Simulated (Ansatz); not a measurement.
C₆H₁₅ClO₃Zr, SMILES `CC[O][Zr]([Cl])([O]CC)[O]CC` from Hartree–Fock to CCSD(T)

| atom | x (Å) | y (Å) | z (Å) |
| --- | --- | --- | --- |
| C1 | 3.495 | -0.532 | -1.517 |
| C2 | 3.343 | -0.286 | -0.033 |
| O3 | 2.047 | -0.562 | 0.403 |
| Zr4 | 0.182 | -0.902 | 0.644 |
| Cl5 | -0.120 | -2.825 | 2.036 |
| O6 | -0.628 | -1.215 | -1.057 |
| C7 | -1.319 | -1.188 | -2.268 |
| C8 | -2.383 | -0.113 | -2.277 |
| O9 | -0.649 | 0.609 | 1.459 |
| C10 | -1.236 | 1.735 | 2.037 |
| C11 | -1.922 | 1.386 | 3.338 |
| H12 | 3.274 | -1.574 | -1.759 |
| H13 | 2.814 | 0.106 | -2.086 |
| H14 | 4.517 | -0.314 | -1.838 |
| H15 | 4.042 | -0.917 | 0.529 |
| H16 | 3.584 | 0.757 | 0.206 |
| H17 | -1.773 | -2.173 | -2.434 |
| H18 | -0.603 | -1.021 | -3.083 |
| H19 | -1.936 | 0.873 | -2.129 |
| H20 | -3.109 | -0.285 | -1.480 |
| H21 | -2.914 | -0.110 | -3.232 |
| H22 | -0.462 | 2.494 | 2.208 |
| H23 | -1.958 | 2.161 | 1.329 |
| H24 | -1.206 | 0.974 | 4.052 |
| H25 | -2.377 | 2.277 | 3.779 |
| H26 | -2.705 | 0.644 | 3.173 |

Charge 0, multiplicity 1. Correlated methods include outer-core shells of Zr, which these sets cover unevenly. Zr takes the def2 core potential. The structure was optimised at the PBE0-D4/def2-TZVP level. It is one conformer, not always the lowest. Frozen core, restricted reference, the Gaussian-basis code of Ansatz.

| basis | HF (Eh) | MP2 corr. | CCSD corr. | (T) | CCSD(T) total |
| --- | --- | --- | --- | --- | --- |
| def2-SVP | ? | -1.79131 | -1.88935 | ? | ? |
| def2-TZVPP | ? | ? | -2.37192 | -0.09878 | ? |
| def2-QZVPP | -967.09185 | -2.48862 | – | – | – |

Problem. Fill in the withheld values. (An estimate is asked.)

Solution. Computed: def2-SVP HF (Eh): -966.35716; def2-SVP (T): -0.05752; def2-SVP CCSD(T) total: -968.30403; def2-TZVPP HF (Eh): -967.05301; def2-TZVPP MP2 corr.: -2.29595; def2-TZVPP CCSD(T) total: -969.52371.
